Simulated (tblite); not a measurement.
C₂H₅OS (SMILES [CH2]S(C)=O), doublet, at a GFN2-xTB geometry; GFN1-xTB run with tblite.

tblite was given this input:
```
$ tblite run mol.xyz --method gfn1 --charge 0 --spin 1 --grad --json tblite.json --no-restart

# file mol.xyz
9

C      1.16525674    -0.54297502     0.90922291
S      0.14934259    -0.10289399    -0.41483636
C     -1.50488595    -0.46057734     0.37933940
O      0.22105396     1.34343173    -0.60477129
H      1.27605910    -1.59816656     1.08077406
H      2.01109037     0.08626435     1.11641323
H     -1.61679546     0.18611660     1.24121374
H     -1.51950128    -1.50492909     0.66386570
H     -2.27099045    -0.24912121    -0.35808836
```

Output, abridged:

```
xTB calculator
 | screened Coulomb repulsion
 | Coulomb electrostatics
 |  * isotropic Klopman-Ohno-Mataga-Nishimoto electrostatics
 |  * onsite third-order electrostatics
 | DFT-D3(BJ) dispersion correction

halogen bonding energy    0.0000000000000E+00 Eh
repulsion energy          1.3148766628887E-01 Eh
dispersion energy        -2.7272528190308E-03 Eh
number of electrons       2.5000000000000E+01 e
integral cutoff           1.9731147476801E+01 bohr

------------------------------------------------------------
  cycle        total energy    energy error   density error
------------------------------------------------------------
      1     -14.94482147086  -1.5073582E+01   5.8702538E-01
      2     -15.12443854244  -1.7961707E-01   2.8723149E-01
      3     -15.07413083419   5.0307708E-02   2.6954765E-01
      4     -15.18445065545  -1.1031982E-01   4.1420950E-02
      5     -15.18929662917  -4.8459737E-03   1.0664750E-02
      6     -15.18946674676  -1.7011759E-04   4.4087215E-03
      7     -15.18947866650  -1.1919735E-05   1.4211224E-03
      8     -15.18947749706   1.1694420E-06   1.2490794E-03
      9     -15.18948271274  -5.2156834E-06   2.1848311E-05
     10     -15.18948271334  -6.0049210E-10   5.1804689E-06
------------------------------------------------------------

electronic energy        -1.5318243126811E+01 Eh
total energy             -1.5189482713341E+01 Eh

Post processing:
 | Mayer-Wiberg bond orders

[Info] Tight-binding results written to 'tblite.txt'
[Info] JSON dump of results written to 'tblite.json'
```
